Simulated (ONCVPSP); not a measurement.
zirconium (Zr), ONCV: configuration errors across variants

| Item | Value |
| --- | --- |
| Element | zirconium (Zr) |
| Generator | ONCVPSP 4.0.1 |
| Type | optimised norm-conserving Vanderbilt (ONCV) |
| Functional | revPBE |
| Relativity | scalar-relativistic |
| Frozen core | [Ar] 3d10 |
| Valence charge | 12 |
| Reference configuration | 4s2 4p6 4d2 5s1.75 5p0.25 |
| Partial waves | 4s+5s: rc 1.90 bohr, ncon 4, nbas 7, qcut 7.1 1/bohr, 2 projectors; 4p+5p: rc 2.60 bohr, ncon 4, nbas 8, qcut 6.1 1/bohr, 3 projectors, debl 2.8 Ha; 4d: rc 2.50 bohr, ncon 4, nbas 8, qcut 7.1 1/bohr, 2 projectors, debl 2.9 Ha; f scattering state at 0.19 Ha: rc 2.45 bohr, ncon 3, nbas 8, qcut 4.4 1/bohr, 3 projectors, debl 0.8 Ha |
| Local potential | polynomial inside 1.25 bohr (lpopt 3, dvloc0 1 Ha) |
| Core correction | Teter function, fcfact 3.75, rcfact 1.8 |

All-electron excitation energies from the reference (eV): (1) 4s2 4p6 4d2 5s2 5p0 -0.741; (2) 4s2 4p6 4d2 5s1 5p0 6.325; (3) 4s2 4p6 4d2 5s0 5p0 19.123.

1 further variants failed, have other tests or too few solved ones, and are left out.

Errors AE − PS in meV (a dash: test not solved or not reliable):

| change | (1) | (2) | (3) | bound ghosts | GHOST(+) flags above zero |
| --- | --- | --- | --- | --- | --- |
| base | 0.0 | -1.7 | -9.4 | none | f |
| s: rc 1.64 | 0.0 | -1.6 | -8.1 | none | s, f |
| s: rc 1.98 | 0.0 | -1.8 | -9.8 | none | s, f |
| s: rc 2.26 | 0.0 | -1.9 | -11 | none | f |
| s: rc 2.52 | 0.0 | -2.1 | -12 | none | f |
| s: rc 2.68 | 0.0 | -2.1 | -13 | none | f |

Problem. Give the same row for: s: rc 1.86.

Solution. 0.0, -1.7, -9.2; bound ghosts: none; GHOST(+) flags above zero: f.
